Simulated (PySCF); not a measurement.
A side-by-side comparison of computed properties.

First species: [Cu(NH3)3]+ (charge +1 and singlet state).
Bonds: Cu1–N2, Cu1–N6, Cu1–N10. Hydrogens: H3, H4, H5 on N2; H7, H8, H9 on N6; H11, H12, H13 on N10.

Second species: C3H14OSi3.
InChI=1S/C3H14OSi3/c1-2-7(4)3(5)6/h3-4,7H,2H2,1,5-6H3/t7-/m0/s1

Levels: B3LYP/def2-SVPD for HOMO energy, LUMO energy, HOMO–LUMO gap, static isotropic polarisability and electronic spatial extent ⟨r²⟩ about the centre of nuclear charge; TDDFT B3LYP/def2-SVPD for lowest singlet excitation; TDA B3LYP/def2-SVPD for lowest triplet excitation (Tamm–Dancoff); PBE0-D3(BJ)/def2-SVP for rotational constant A and rotational constant C. Geometries: PBE0-D3(BJ)/def2-SVP. Each species is one conformer at its optimised geometry, gas phase, non-relativistic unless stated. Electronic properties by PySCF.

The conformers computed, where there is a choice (atom-mapped SMILES and torsion angles):
- `[CH3:1][CH2:2][Si@H:3]([OH:4])[CH:5]([SiH3:6])[SiH3:7]`: C1–C2–Si3–O4 -61°, C2–Si3–C5–Si6 177°, H–O4–Si3–C2 173°

(1) Which of the two has the higher LUMO energy, and by how much?

(2) Which has the higher ⟨r²⟩?

(3) Which of the two has the higher rotational constant A, and by how much?

(4) Which of the two has the higher HOMO–LUMO gap, and by how much?

(5) Which of the two has the higher static isotropic polarisability, and by how much?

(6) Which has the higher S1 energy?

(7) Which has the higher rotational constant C?

(8) Which of the two has the higher T1 energy, and by how much?

Results:

(1) The second: -0.29 eV against -4.60 eV, a difference of 4.31 eV.

(2) The second: 1789 bohr² against 578 bohr², a difference of 1211 bohr².

(3) The first: 4.363 GHz against 2.006 GHz, a difference of 2.357 GHz.

(4) The second: 7.65 eV against 5.34 eV, a difference of 2.31 eV.

(5) The second: 122.6 au against 47.9 au, a difference of 74.7 au.

(6) The second: 6.77 eV against 4.19 eV, a difference of 2.58 eV.

(7) The first: 2.148 GHz against 0.707 GHz, a difference of 1.441 GHz.

(8) The second: 6.55 eV against 3.99 eV, a difference of 2.56 eV.

On the first: S1 lies 1.15 eV below the HOMO–LUMO gap; its leading configuration is HOMO→LUMO, weight 0.98. No computed singlet falls in the visible range (750 to 380 nm, 1.65 to 3.26 eV); S1 lies 0.93 eV above its blue end.

On the second: The 10 singlets span 6.77 to 7.86 eV, and their oscillator strengths add up to 0.22. The vertical singlet–triplet gap S1 − T1 is 0.22 eV (TDDFT singlet less Tamm–Dancoff triplet; S1: HOMO→LUMO, weight 0.69; T1: HOMO−1→LUMO, weight 0.53, beside HOMO→LUMO, weight 0.40).
